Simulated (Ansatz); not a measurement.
Reaction (formal exchange of groups at a C–C bond): `CC1CCCC1` + `F[CH2][InH2]` → `[CH3][InH][CH2]F` + `C1CCCC1`

Gas-phase electronic energies from Ansatz, PBE0-D4/def2-TZVP geometries. CCSD(T)/CBS is the MP2 limit (def2-TZVPP, def2-QZVPP) plus CCSD(T) − MP2 in def2-TZVPP, frozen cores. def2 core potentials past Kr. For In outer-core shells are correlated without core-valence functions, which leaves a few kJ/mol of doubt a bond. Each species was taken in one conformer, which may not be the lowest.

```json
{"level": "HF/CBS(def2)", "ΔE (kJ/mol)": "-13.4"}
{"level": "MP2/CBS(def2)", "ΔE (kJ/mol)": "-25.9"}
```

Problem. What does CCSD(T)/CBS give? (Estimate.)

Solution. Ansatz gave: -21.8 kJ/mol. The listed levels differ from it by 8.4, -4.1 kJ/mol.

Largest T1 diagnostic among the species: 0.013.

In def2-TZVPP, CCSD(T) changes the Hartree–Fock value by −6.4 kJ/mol (the triples alone add −0.7 kJ/mol) and MP2 by −10.5 kJ/mol. The D4 term adds +4.8 kJ/mol with B3LYP and +2.8 kJ/mol with PBE0; it sums over pairs of atoms, weighted by their polarisabilities, and B3LYP, whose exchange is more repulsive, gets the larger term.

B3LYP here is the variant with VWN-RPA as its local correlation; programs differ in this.
